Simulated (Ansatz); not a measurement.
Ansatz (a program for electronic structure) input (CCSD(T)/aug-cc-pVDZ):

Ansatz 0.2 input:
```yaml
crystal:
  periodic: [false, false, false]
  atoms:
    - {symbol: As, position_ang: [-0.00000000, 0.00000000, -0.00000000]}
    - {symbol: H, position_ang: [0.00688244, -0.00058830, 1.60544894]}
    - {symbol: H, position_ang: [-0.00688244, 0.00058830, -1.60544894]}
    - {symbol: H, position_ang: [1.53171662, 0.00083780, -0.00656605]}
    - {symbol: H, position_ang: [-0.76658177, 1.32609870, 0.00377221]}
    - {symbol: H, position_ang: [-0.76513484, -1.32693650, 0.00279384]}
basis:
  gaussian:
    orbitals: aug-cc-pVDZ
magnetization: {spin_polarized: false}
correlation: {method: ccsd_t, electrons: outside_noble_gas}
output: {forces: true}
```

End of the output:

```
integrals: 0.08 GiB planned
841 factors; integrals over basis functions are off by at most 7.6e-4 eV
mean field: 0.23 GiB planned
mean field evaluation 1: about -60869.3447 eV, gradient 1.2e1 eV
mean field evaluation 2: about -60869.3514 eV, gradient 1.2e1 eV
mean field evaluation 4: about -60870.1364 eV, gradient 9.4e-1 eV
mean field evaluation 8: about -60870.1408 eV, gradient 3.1e-4 eV
mean field evaluation 16: about -60870.1407 eV, gradient 4.7e-2 eV
mean field -60870.14075957 eV, -2236.9364136507 hartree, gradient 2.3e-6 eV, S^2 0.000000; 0 other end points of the search recorded, 0 dependent functions left out
14 core orbitals not correlated
reference -60870.14075957 eV, -2236.9364136507 hartree; 5, 5 occupied and 62, 62 virtual orbitals, 841 factors
densities: 0.24 GiB planned
second order -4.43970270 eV of doubles, -0.00000000 eV of singles
coupled cluster: 0.19 GiB planned
cycle   1  -5.18827890 eV  change   -7.5e-1 eV  update   6.3e-2
cycle   2  -5.45695676 eV  change   -2.7e-1 eV  update   2.2e-2
cycle   3  -5.46668990 eV  change   -9.7e-3 eV  update   5.8e-3
cycle   4  -5.46568290 eV  change    1.0e-3 eV  update   2.4e-3
cycle   5  -5.46549777 eV  change    1.9e-4 eV  update   9.9e-4
cycle   6  -5.46559190 eV  change   -9.4e-5 eV  update   4.0e-4
cycle   7  -5.46567030 eV  change   -7.8e-5 eV  update   1.5e-4
cycle   8  -5.46568296 eV  change   -1.3e-5 eV  update   4.7e-5
cycle   9  -5.46567431 eV  change    8.6e-6 eV  update   1.3e-5
cycle  10  -5.46567226 eV  change    2.1e-6 eV  update   4.2e-6
perturbative correction -0.13277521 eV, -0.0048793989 hartree
the calculation of the forces begins
Total energy: -60875.73920703 eV, -2237.1421528004 hartree
Atom 0 at    -0.000000     0.000000    -0.000000 Å, force     0.000001    -0.000000    -0.000000 eV/Å
Atom 1 at     0.006882    -0.000588     1.605449 Å, force     0.000356    -0.000030     0.083161 eV/Å
Atom 2 at    -0.006882     0.000588    -1.605449 Å, force    -0.000357     0.000030    -0.083161 eV/Å
Atom 3 at     1.531717     0.000838    -0.006566 Å, force     0.089486     0.000049    -0.000384 eV/Å
Atom 4 at    -0.766582     1.326099     0.003772 Å, force    -0.044786     0.077473     0.000220 eV/Å
Atom 5 at    -0.765135    -1.326936     0.002794 Å, force    -0.044701    -0.077522     0.000163 eV/Å
Dipole moment:    -0.000000     0.000000     0.000000 e Å
```
